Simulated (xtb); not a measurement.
SbF₂Br, SMILES [Br][Sb]([F])[F]. All values are semi-empirical tight-binding results from xtb (GFN2-xTB unless named), good for trends rather than for accurate numbers. Coordinates come from a GFN2-xTB optimisation.

Optimised geometry:

Bond lengths (Å): Sb1–F2 1.981, Sb1–F3 1.981, Sb1–Br4 2.476. Angles (°): F2–Sb1–F3 88.7, F2–Sb1–Br4 91.6, F3–Sb1–Br4 91.6.

For metal compounds this method's bond lengths and energies can be far off.

Q: Estimate the properties. (An estimate is asked for; the answer gives what the named calculation found.)

A: 
point group as xtb finds it: Cs
orbital gap: 4.30 eV
zero-point energy: 2.0 kcal/mol
G − E(el) at 298.15 K (modified RRHO): -18.4 kcal/mol

Computed atomic charges and the Wiberg bond orders between heavy atoms:
charges (e) Sb1 0.59, F2 -0.28, F3 -0.28, Br4 -0.03. Bond orders Sb1–F2 1.10, Sb1–F3 1.10, Sb1–Br4 1.32.
